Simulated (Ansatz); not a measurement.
H3BOS (SMILES OBS), singlet, at a GFN2-xTB geometry, with bond 2-1 at 1.4 times its length; CASSCF(2,2)/cc-pVDZ (Ansatz, a program for electronic structure).

Ansatz was given this input:
Ansatz 0.2 input:
```yaml
crystal:
  periodic: [false, false, false]
  atoms:
    - {symbol: B, position_ang: [-0.50925709, 0.20412371, -0.61526094]}
    - {symbol: H, position_ang: [-1.55360956, -0.44902920, -1.68819496]}
    - {symbol: O, position_ang: [-0.32606275, 1.51631569, -0.63802988]}
    - {symbol: H, position_ang: [0.28104137, 1.92771857, -0.01989709]}
    - {symbol: S, position_ang: [0.31777304, -0.92421771, 0.52429392]}
    - {symbol: H, position_ang: [1.04460049, -0.02896512, 1.19338047]}
basis:
  gaussian:
    orbitals: cc-pVDZ
hamiltonian:
  xc: hf
magnetization: {spin_polarized: false}
correlation: {active_space: {window: {electrons: 2, orbitals: 2}}}
```

What the program printed (banner, timings and long lists left out):

```
Functional definition: HF
586 factors; integrals over basis functions are off by at most 1.6e-3 eV
mean field evaluation 1: about -13572.4616 eV, gradient 3.0e1 eV
mean field evaluation 2: about -13572.4646 eV, gradient 3.0e1 eV
mean field evaluation 4: about -13574.6307 eV, gradient 2.8e0 eV
mean field evaluation 8: about -13574.6665 eV, gradient 1.4e-4 eV
mean field -13574.66654456 eV, -498.8597942731 hartree, gradient 2.1e-6 eV, S^2 0.000000; 0 other end points of the search recorded, 0 dependent functions left out
reference -13574.66654456 eV, -498.8597942731 hartree; 16, 16 occupied and 45, 45 virtual orbitals, 586 factors
state -13575.32423007 eV, -498.8839637700 hartree
Total energy: -13575.32423007 eV, -498.8839637700 hartree
```
